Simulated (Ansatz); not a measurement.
Breaking a bond: SMILES [GaH3]. The Ga1–H4 bond (Ga1 also carries H, H; H4 carries nothing else) is stretched with both fragments frozen at the PBE0/def2-TZVP optimised geometry.

Level of theory: Ansatz (a first-principles code) with full CI/cc-pVDZ, cores with 3d frozen.

Task: Relative to R = 1.59 Å, what are the energies at R = 1.82, 2.11, 2.32, 2.62 Å?

Result: 6.5 kcal/mol at 1.82 Å, 22.9 kcal/mol at 2.11 Å, 35.5 kcal/mol at 2.32 Å, 51.4 kcal/mol at 2.62 Å.
